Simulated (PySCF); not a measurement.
Compound: C4H13NSi.
Geometry (GFN2-xTB, Å), atoms numbered from 1 in this order:
```xyz
19
C4H13NSi angstrom
C      2.677   -0.138   -0.205
C      1.213    0.138   -0.516
C      0.313   -0.181    0.683
N     -1.096    0.013    0.438
C     -1.498    1.396    0.388
Si    -2.039   -1.199   -0.335
H      3.010    0.470    0.634
H      3.303    0.093   -1.064
H      2.821   -1.185    0.053
H      0.889   -0.471   -1.363
H      1.093    1.188   -0.792
H      0.463   -1.226    0.966
H      0.610    0.445    1.533
H     -1.126    1.916   -0.502
H     -1.122    1.921    1.271
H     -2.584    1.454    0.383
H     -1.942   -1.261   -1.805
H     -1.572   -2.469    0.220
H     -3.424   -0.895    0.026
```

The calculation used CAM-B3LYP/def2-SVPD in PySCF (dipole) on a GFN2-xTB geometry, gas phase.

Take the most abundant isotopes and a rigid rotor. The values belong to one conformer with, in the numbering `[CH3:1][CH2:2][CH2:3][N:4]([CH3:5])[SiH3:6]`, C1–C2–C3–N4 -178°, C2–C3–N4–C5 -74°.

(1) Give the principal moments of inertia and the rotational constants in MHz.

(2) Classify the top.

(3) What does the inertial defect say?

(4) Which lines would a microwave search look for?

(5) Estimate the classical rotational partition function at 10 K, 25 K and 298.15 K.

Answers

(1) Ia = 108.95, Ib = 335.41, Ic = 399.03 u·Å²; 505379 MHz·u·Å²/I gives A = 4639, B = 1507, C = 1267 MHz.

(2) An asymmetric top; Ray's κ = -0.858.

(3) Not planar: Δ = Ic − Ia − Ib = -45.34 u·Å². For a rigid frame Δ = −2 Σ m c², so Σ m c² = 22.67 u·Å² lies off the ab plane: 12.02 from hydrogen and 10.65 from heavier atoms. The atom farthest from that plane is 1.45 Å away.

(4) The dipole components are |μa| = 0.74 D, |μb| = 0.54 D, |μc| = 0.22 D. The squared components, which scale the intensities, stand as 1.00 : 0.52 : 0.09 (a : b : c). Some lines, for components of 0.1 D or more:

```tsv
type	branch	J(Ka,Kc)	MHz	lower level (cm⁻¹)
a	Q	2(1,1) ← 2(1,2)	721	0.374
b	R	2(0,2) ← 1(1,1)	2401	0.197
a	R	1(0,1) ← 0(0,0)	2773	0.000
c	Q	2(1,2) ← 2(0,2)	2905	0.277
c	Q	1(1,1) ← 1(0,1)	3132	0.093
b	Q	1(1,0) ← 1(0,1)	3372	0.093
b	Q	2(1,1) ← 2(0,2)	3626	0.277
a	R	2(1,2) ← 1(1,1)	5306	0.197
a	R	2(0,2) ← 1(0,1)	5533	0.093
a	R	2(1,1) ← 1(1,0)	5787	0.205
b	R	1(1,1) ← 0(0,0)	5905	0.000
c	R	1(1,0) ← 0(0,0)	6145	0.000
b	R	2(1,2) ← 1(0,1)	8438	0.093
c	R	2(1,1) ← 1(0,1)	9159	0.093
c	Q	2(2,1) ← 2(1,1)	9396	0.398
b	Q	2(2,0) ← 2(1,1)	9409	0.398
b	Q	2(2,1) ← 2(1,2)	10116	0.374
b	R	2(2,1) ← 1(1,0)	15182	0.205
c	R	2(2,0) ← 1(1,0)	15196	0.205
c	R	2(2,1) ← 1(1,1)	15422	0.197
b	R	2(2,0) ← 1(1,1)	15436	0.197
```

(5) Point group C1, symmetry number σ = 1; q = (√π/σ)·√((kT/h)³/(ABC)), k/h = 20836.6 MHz/K: 1790 at 10 K, 7080 at 25 K, 292000 at 298.15 K.

Stationary, but not proved a minimum. No vibrational averaging or centrifugal distortion is included, and the geometry carries the error of its method. A rigid rotor knows nothing of internal rotation, which can split or shift real lines. Quadrupole hyperfine structure (14N) is left out.

Time: 45 s wall. Hardware: Arm Neoverse V2, one thread, shared host. This is the CAM-B3LYP/def2-SVPD job that gave the dipole, with the excitations it also computed.
